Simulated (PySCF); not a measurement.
**One molecule, many inputs**

Molecule: SMILES FC(F)=C(F)c1cnsc1, C5H2F3NS; geometry GFN2-xTB.

Geometry:
```json
{"atom": "F1", "x (Å)": "3.303", "y (Å)": "-0.149", "z (Å)": "0.497"}
{"atom": "C2", "x (Å)": "2.035", "y (Å)": "-0.422", "z (Å)": "0.234"}
{"atom": "F3", "x (Å)": "1.905", "y (Å)": "-1.661", "z (Å)": "-0.220"}
{"atom": "C4", "x (Å)": "1.020", "y (Å)": "0.431", "z (Å)": "0.403"}
{"atom": "F5", "x (Å)": "1.326", "y (Å)": "1.658", "z (Å)": "0.875"}
{"atom": "C6", "x (Å)": "-0.383", "y (Å)": "0.199", "z (Å)": "0.139"}
{"atom": "C7", "x (Å)": "-0.979", "y (Å)": "-0.992", "z (Å)": "-0.360"}
{"atom": "N8", "x (Å)": "-2.269", "y (Å)": "-0.951", "z (Å)": "-0.513"}
{"atom": "S9", "x (Å)": "-2.880", "y (Å)": "0.497", "z (Å)": "-0.082"}
{"atom": "C10", "x (Å)": "-1.365", "y (Å)": "1.144", "z (Å)": "0.344"}
{"atom": "H11", "x (Å)": "-0.458", "y (Å)": "-1.898", "z (Å)": "-0.612"}
{"atom": "H12", "x (Å)": "-1.253", "y (Å)": "2.144", "z (Å)": "0.711"}
```

All runs: PySCF 2.14.0 with density-fitted response routines, non-relativistic, gas phase unless a solvent (IEF-PCM) is named; grid level 2, GIAOs and SCF threshold 1e-9 unless changed. The yardstick, PBE0/pcSseg-1, gives these isotropic shieldings σ (ppm, equivalent atoms averaged): F5 365.2, C2 17.7, C7 31.0, C10 34.6, N8 -83.3, H11 23.05, H12 23.19.

Q: What do these inputs give? (1) HSE06/pcSseg-0; aux def2-universal-jkfit; conv 1e-11; (2) PBE0/STO-3G; damp 0.1

A: 
```tsv
run	outcome	functions	wall time	F5	C2	C7	C10	N8	H11	H12
1	converged	98	32 s	366.7	12.2	31.1	29.2	-129.2	24.28	24.54
2	converged	56	14 s	377.2	111.0	118.2	108.8	14.0	24.66	25.48
```

Times are on 1 thread of an Arm Neoverse N1, shared host.

Q: Comment on the technical settings and failures.

A: 
- Run 1: The functional and orbital basis differ from the yardstick's, which in itself moves the values. The other auxiliary basis adds little: it changes only the density-fitting error.
- Run 2: The orbital basis differs from the yardstick's, which in itself moves the values. The damping changes the path of the SCF (19 cycles), not the solution, provided the same state is reached. With 56 functions the basis is far too small for magnetic properties.

Run 2 was set up unsoundly or failed; its numbers aren't to be quoted as properties of the molecule.
